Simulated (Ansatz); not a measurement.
A run for Ansatz (a quantum-chemistry and plane-wave program): R-CCSD(T)/cc-pV(T+d)Z on H2S2 (SMILES SS), a point of a torsion scan. Files ending in .json are basis or fitting sets from the Basis Set Exchange.

Ansatz 0.2 input:
```yaml
crystal:
  periodic: [false, false, false]
  atoms:
    - {symbol: S, position_ang: [-0.92800317, 0.54805320, 0.42539228]}
    - {symbol: S, position_ang: [0.92484574, 0.39837411, -0.42923658]}
    - {symbol: H, position_ang: [-1.55262384, -0.37141607, -0.32232669]}
    - {symbol: H, position_ang: [0.84778070, 1.46997552, -1.22947289]}
basis:
  gaussian:
    orbitals: cc-pV_T+d_Z.json
magnetization: {spin_polarized: false}
correlation: {method: ccsd_t, electrons: outside_noble_gas}
scf: {lower_state_search: off}
```

It printed:

```
WARN ansatz: RAYON_NUM_THREADS=2 ignored (pool sized by the plan → 2); use --threads N
Functional definition: HF
these checks for a lower state are left out or cut short: stability, starts, cluster_reference, orbital_swaps, neighbouring_geometries, increment
integrals: 0.13 GiB planned
610 factors; integrals over basis functions are off by at most 8.6e-4 eV
mean field: 0.19 GiB planned
mean field evaluation 1: about -21666.5642 eV, gradient 1.3e1 eV
mean field evaluation 2: about -21666.7272 eV, gradient 1.3e1 eV
mean field evaluation 4: about -21667.4548 eV, gradient 1.6e0 eV
mean field evaluation 8: about -21667.4723 eV, gradient 8.9e-2 eV
mean field -21667.47235183 eV, -796.2649221896 hartree, gradient 3.7e-6 eV, S^2 0.000000; 0 other end points of the search recorded, 0 dependent functions left out
10 core orbitals not correlated
reference -21667.47235183 eV, -796.2649221896 hartree; 7, 7 occupied and 89, 89 virtual orbitals, 610 factors
second order -9.71520494 eV of doubles, -0.00000000 eV of singles
coupled cluster: 0.31 GiB planned
cycle   1  -10.39522590 eV  change   -6.8e-1 eV  update   6.9e-2
cycle   2  -10.69455303 eV  change   -3.0e-1 eV  update   2.2e-2
cycle   3  -10.72595059 eV  change   -3.1e-2 eV  update   7.6e-3
cycle   4  -10.72339470 eV  change    2.6e-3 eV  update   2.1e-3
cycle   5  -10.72298671 eV  change    4.1e-4 eV  update   7.4e-4
cycle   6  -10.72282959 eV  change    1.6e-4 eV  update   2.9e-4
cycle   7  -10.72283177 eV  change   -2.2e-6 eV  update   1.1e-4
cycle   8  -10.72285301 eV  change   -2.1e-5 eV  update   3.8e-5
cycle   9  -10.72284581 eV  change    7.2e-6 eV  update   1.7e-5
perturbative correction -0.48606718 eV, -0.0178626394 hartree
Total energy: -21678.68126482 eV, -796.6768421442 hartree
Checks for a lower state left out: stability, starts, cluster_reference, orbital_swaps, neighbouring_geometries, increment
```

The calculation finished and met its thresholds.

Cost: very roughly 5 core-seconds.
